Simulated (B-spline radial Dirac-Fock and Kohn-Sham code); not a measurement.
## What relativity does to the binding energies of Cs⁶⁺

System: cesium as Cs⁶⁺ in the configuration [Kr] 4d10 5s2 5p1.

Both columns are ΔSCF binding energies of the configuration average from a B-spline atomic structure program: non-relativistic Hartree-Fock with a point nucleus, and Dirac-Fock with a finite nucleus and the Coulomb interaction alone, averaged over the two j levels with weights 2j+1.

| shell | Hartree-Fock (eV) | Dirac-Fock (eV) | shift (eV) | shift (%) |
| --- | --- | --- | --- | --- |
| 1s | 34647.3 | 36199.6 | +1552.25 | +4.48 |
| 2s | 5433.8 | 5820.2 | +386.40 | +7.11 |
| 2p | 5108.7 | 5224.3 | +115.66 | +2.26 |
| 3s | 1222.3 | 1306.6 | +84.34 | +6.90 |
| 3p | 1083.0 | 1109.7 | +26.74 | +2.47 |
| 3d | 826.6 | 815.9 | -10.70 | -1.29 |
| 4s | 305.1 | 323.1 | +17.98 | +5.89 |
| 4p | 252.5 | 257.2 | +4.74 | +1.88 |
| 4d | 160.6 | 157.9 | -2.67 | -1.67 |
| 5s | 92.36 | 95.81 | +3.45 | +3.73 |
| 5p | 79.94 | 80.72 | +0.77 | +0.96 |

Relativity binds 1s, 2s, 2p, 3s, 3p, 4s, 4p, 5s, 5p more strongly, among those listed most of all 2s in relative terms, and 3d, 4d more weakly, because the contracted s and p shells screen the nucleus better.

Values without a named source are computed, but for edge energies of neutral atoms, which are taken from tables.
